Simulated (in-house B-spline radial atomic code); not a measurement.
Values are calculated unless marked as measured or tabulated.
## C6 from the polarisability at imaginary frequency: Se4+

LDA exchange-only linear response of the closed shell [Ar] 3d10 4s2, from a B-spline radial code for spherical atoms; scalar-relativistic (spin-free one-electron X2C), finite nucleus, no spin-orbit coupling; shells from n = 2 respond.

The dispersion coefficient of two like species is C6 = (3/π) ∫ α(iu)² du from 0 to ∞.

```tsv
u (hartree)	α(iu) (bohr³)
0	4.656
0.335	3.714
0.783	2.077
1.34	1.165
2.24	0.6544
3.35	0.4225
5.03	0.2692
7.83	0.1576
11.2	0.09735
16.8	0.05334
28	0.02329
55.9	0.007017
```

Task: Fit one oscillator, α(iu) = α(0)/(1 + u²/ω²), through u = 1.34 and estimate C6.

Result: From α(0)/α(iu) − 1 = 4.656/1.165 − 1 = 2.9966, ω = u/√2.9966 = 0.7741 hartree (21.1 eV). London's formula gives C6 = (3/4) α(0)² ω = 0.75 × 4.656² × 0.7741 = 12.59 hartree·bohr⁶, and the oscillator holds f = α(0) ω² = 2.79 electrons, of a sum of oscillator strengths of 28.6.

Task: How does that compare with the full integral?

Result: The program's quadrature over all excitations gives C6 = 12.13, so the single oscillator is off by +3.8 %. At the last point the fit gives α = 0.000893 against 0.00702: higher excitations, and deeper shells where there are any, keep the true curve higher at large u.
